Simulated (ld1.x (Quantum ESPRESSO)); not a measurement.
**Reading a pseudo-wave (O)**

Columns: radius, all-electron u(r) and pseudo u(r) of the 2s shell (level -23.81 eV) of oxygen in the configuration [He] 2s2 2p4; PBEsol, scalar-relativistic, ultrasoft scheme, ld1.x (Quantum ESPRESSO) 7.5.

```tsv
r (bohr)	all-electron	pseudo
0.057	0.3573	-0.1145
0.115	0.4170	-0.2289
0.172	0.3221	-0.3373
0.230	0.1538	-0.4417
0.288	-0.0385	-0.5385
0.345	-0.2247	-0.6250
0.402	-0.3946	-0.7019
0.460	-0.5445	-0.7699
0.518	-0.6689	-0.8272
0.575	-0.7666	-0.8731
0.632	-0.8413	-0.9089
0.690	-0.8963	-0.9357
0.747	-0.9322	-0.9531
0.805	-0.9531	-0.9624
0.862	-0.9606	-0.9638
0.920	-0.9575	-0.9581
0.977	-0.9459	-0.9459
1.035	-0.9271	-0.9271
1.092	-0.9033	-0.9033
1.150	-0.8750	-0.8750
1.208	-0.8437	-0.8437
1.265	-0.8109	-0.8109
1.322	-0.7768	-0.7768
1.380	-0.7413	-0.7413
1.438	-0.7057	-0.7057
1.495	-0.6708	-0.6708
```

How many radial nodes do the two functions have?

The all-electron 2s function has n − l − 1 = 1; the pseudo-wave has 0, since the states of the same l below it are removed with the core.

At about which radius was the pseudo-wave matched?

1.00 bohr, where the columns begin to agree (steps of 0.06 bohr).

Is the pseudo-wave norm-conserving?

No, it belongs to an ultrasoft set: the norm inside the radius is not constrained, and the difference is carried by the augmentation charge.
